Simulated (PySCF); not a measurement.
Sn(Cl)2 cation (Cl2Sn), SMILES [Sn]([Cl])[Cl] (connectivity only; charge and spin as stated), charge +1, multiplicity 2. Atoms are numbered in the order given.

```xyz
3

Sn     0.0000     0.0000     0.4734
Cl     0.0000    -1.9857    -0.6962
Cl     0.0000     1.9857    -0.6962
```
Charge +1, spin multiplicity 2.

Coordinates come from a B3LYP-D3(BJ)/def2-TZVP optimisation. The multiplicity is an assumed one; other spin states were not compared. The isomer is the one that the SMILES or the coordinates give; other isomers of the formula were not compared. The def2 effective core potentials stand for the cores of Sn; spin–orbit coupling is left out.

The numbers are results of PySCF with PBE0/def2-TZVPD, not measurements.

Mulliken values depend strongly on the basis, most of all with diffuse functions as here. ESP charges are fitted to the potential on shells at 1.4 to 2.0 van der Waals radii. Atomic charges (e):

```csv
atom,ESP fit,Mulliken,Mulliken spin
Sn1,0.93,1.29,0.46
Cl2,0.04,-0.15,0.27
Cl3,0.04,-0.15,0.27
```
